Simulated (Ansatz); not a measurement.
Calculated with Ansatz (gas phase, PBE0-D4/def2-TZVP geometries, no zero-point term in ΔE). CCSD(T)/CBS is the MP2 limit (def2-TZVPP, def2-QZVPP) plus CCSD(T) − MP2 in def2-TZVPP, frozen cores. Functionals use def2-TZVPP. B3LYP here is the variant with VWN-RPA as its local correlation; programs differ in this. For Ge outer-core shells are correlated without core-valence functions, which leaves a few kJ/mol of doubt a bond. Scalar relativity is left out up to krypton. Each species was taken in one conformer, which may not be the lowest.

`CNC` + `C[S][GeH2][Cl]` → `C[S][GeH]([CH3])[Cl]` + CH₃NH₂  (formal exchange of groups at a C–N bond)

CCSD(T)/CBS gives -15.3 kcal/mol.

Problem. Another level gave -13.7 kcal/mol. Which?
A. LDA (SPW92)/def2-TZVPP
B. HF/def2-TZVPP
C. B3LYP-D4/def2-TZVPP
D. CCSD(T)/def2-TZVPP

Solution. C. B3LYP-D4 -13.7, CCSD(T)/def2-TZVPP -15.1, HF/def2-TZVPP -12.7, LDA (SPW92) -11.4 kcal/mol.

Largest T1 diagnostic among the species: 0.010.

Leaving LDA and LC-ωPBE aside and taking each functional with its dispersion term where it has one, the values, not all of them listed here, spread over 1.5 kcal/mol, from PBE-QIDH to revPBE-D4. LDA lies +1.7 kcal/mol from PBE without D4. In def2-TZVPP, CCSD(T) changes the Hartree–Fock value by −2.4 kcal/mol (the triples alone add −0.2 kcal/mol) and MP2 by −3.6 kcal/mol. At CCSD(T), def2-SVP lies +5.4 kcal/mol from the extrapolated value and def2-TZVPP +0.2 kcal/mol.
